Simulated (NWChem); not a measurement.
# methylammonium (CH6N cation); SMILES C[NH3+]

```xyz
8

C      0.0000     0.0000     0.8146
N      0.0000     0.0000    -0.7025
H     -1.0168     0.1956     1.1548
H      0.6778     0.7828     1.1548
H      0.3391    -0.9784     1.1548
H     -0.6253    -0.7236    -1.0803
H      0.9394    -0.1797    -1.0803
H     -0.3140     0.9034    -1.0803
```
Atoms are numbered in this order, from 1.

Level: B3LYP/6-31G* (spherical d) (NWChem), optimised geometry, unscaled harmonic frequencies. 

```
frequency (cm⁻¹)  IR intensity (km/mol)
----------------  ---------------------
294                                 0.0
922                                26.8
922                                26.8
927                                 9.3
1287                                7.2
1287                                7.2
1478                                5.3
1519                               29.0
1519                               29.0
1565                              119.2
1705                               49.7
1705                               49.7
3116                                0.1
3220                                0.8
3220                                0.8
3389                               47.0
3473                              123.0
3473                              123.0
```

```yaml
zero_point_energy: 50.0 kcal/mol
thermal correction to the enthalpy at 298.15 K (with zero-point energy): 52.8 kcal/mol
heat capacity Cv: 9.7 cal/(mol K)
entropy at 298.15 K and 1 atm (symmetry number 3): 55.9 cal/(mol K)
```

Rigid rotor and harmonic oscillator.
